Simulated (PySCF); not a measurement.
## Electron correlation in Se⁺ (selenium, charge +1)

[Ar] 3d10 4s2 4p3, high-spin 4S determinant. All numbers are calculated (PySCF 2.14, scalar relativity through the core potential, in aug-cc-pVDZ-PP with ECP10MDF). Frozen: 3s2 3p6 3d10; 5 electrons correlated.

MP2 pair energies summed by pair of shells (mhartree):

```
 pair  energy  share (%)
4s-4p  -37.57       65.2
4p-4p  -13.57       23.6
4s-4s   -6.46       11.2
```

Total MP2 correlation energy: -57.60 mhartree.

Same-spin part -15.52 and opposite-spin part -42.08 mhartree; SCS-MP2 scales them by 1/3 and 6/5 to -55.67 mhartree.

| level | correlation energy (mhartree) |
| --- | --- |
| CCSD | -72.41 |
| (T) | -0.82 |
| CCSD(T) | -73.23 |

Diagnostics: T1 = 0.0018, D1 = 0.0031, largest double amplitude 0.046.

Cost of the coupled-cluster step: 0.32 s of wall time on 1 thread of Intel(R) Xeon(R) Platinum 8259CL CPU @ 2.50GHz (shared host), for 5 correlated electrons.

Iterations:

```
CC2 = 0
CCSD nocc = (np.int64(4), np.int64(1)), nmo = (23, 23)
frozen orbitals [[0, 1, 2, 3, 4, 5, 6, 7, 8], [0, 1, 2, 3, 4, 5, 6, 7, 8]]
max_cycle = 100
direct = 0
conv_tol = 1e-08
conv_tol_normt = 1e-06
diis_space = 8
diis_start_cycle = 0
Init t2, MP2 energy = -0.0575971609286607
Init E_corr(UCCSD) = -0.0575971609382722
cycle = 1  E_corr(UCCSD) = -0.069202418378822  dE = -0.0116052574  norm(t1,t2) = 0.0366645
cycle = 2  E_corr(UCCSD) = -0.0716039112675807  dE = -0.00240149289  norm(t1,t2) = 0.00970196
cycle = 3  E_corr(UCCSD) = -0.0724283790554923  dE = -0.000824467788  norm(t1,t2) = 0.00322544
cycle = 4  E_corr(UCCSD) = -0.072410522140939  dE = 1.78569146e-05  norm(t1,t2) = 0.000414322
cycle = 5  E_corr(UCCSD) = -0.0724109255201968  dE = -4.03379258e-07  norm(t1,t2) = 4.69521e-05
cycle = 6  E_corr(UCCSD) = -0.0724105958361519  dE = 3.29684045e-07  norm(t1,t2) = 9.22428e-06
cycle = 7  E_corr(UCCSD) = -0.0724108015704406  dE = -2.05734289e-07  norm(t1,t2) = 1.62638e-06
cycle = 8  E_corr(UCCSD) = -0.0724107323983051  dE = 6.91721355e-08  norm(t1,t2) = 2.2524e-07
cycle = 9  E_corr(UCCSD) = -0.0724107366995027  dE = -4.30119758e-09  norm(t1,t2) = 4.02665e-08
UCCSD converged
E(UCCSD) = -371.6056604776322  E_corr = -0.07241073669950265
UCCSD(T) correction = -0.000817207219094541
```
